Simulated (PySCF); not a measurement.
C3H5BO. Atoms are numbered in the order given.

```xyz
10

B     -0.4445    -0.1005     0.0249
C      1.0323     0.3072    -0.1897
C      2.2066     0.6305    -0.3604
H      3.2412     0.9126    -0.5061
C     -0.9070    -0.9009     1.2971
H     -1.9931    -1.1162     1.2923
H     -0.6567    -0.3362     2.2208
H     -0.3502    -1.8591     1.3757
O     -1.3789     0.2431    -0.9165
H     -0.9784     0.7353    -1.6575
```

The structure is a stationary point at PBE-D3(BJ)/def2-SVP. This is a generated structure with no PubChem entry under its InChIKey; it may be hypothetical. One conformer was computed; it need not be the lowest.

These are PBE/def2-TZVP (PySCF) values and carry that method's errors.

ESP charges are fitted to the potential on shells at 1.4 to 2.0 van der Waals radii. Atomic charges (e):

| atom | IAO | Mulliken | ESP fit |
|---|---|---|---|
| B1 | ? | 0.18 | 0.75 |
| C2 | -0.16 | -0.04 | -0.33 |
| C3 | -0.20 | -0.26 | -0.28 |
| H4 | 0.20 | 0.17 | 0.28 |
| C5 | ? | -0.44 | -0.73 |
| H6 | 0.16 | 0.13 | 0.18 |
| H7 | 0.17 | 0.14 | 0.18 |
| H8 | 0.17 | 0.14 | 0.18 |
| O9 | ? | -0.33 | -0.63 |
| H10 | ? | 0.32 | 0.40 |

**Question.** What belongs in the gaps? (The exact figures need the calculation; the answer reports its results.)

**Answer.** 
- B1, IAO: 0.35
- C5, IAO: -0.58
- O9, IAO: -0.48
- H10, IAO: 0.37

**Question.** Give the Mayer and Wiberg (Löwdin basis) orders of the bonds. (Estimate from the structure and the level; the computed values follow.)

**Answer.** 
```csv
bond,Mayer,Wiberg
B1–C2,1.08,1.21
C2–C3,2.77,2.87
C3–H4,0.99,0.92
B1–C5,1.05,1.32
C5–H6,0.95,0.86
C5–H7,0.93,0.85
C5–H8,0.93,0.85
B1–O9,1.41,1.99
O9–H10,0.87,0.93
```
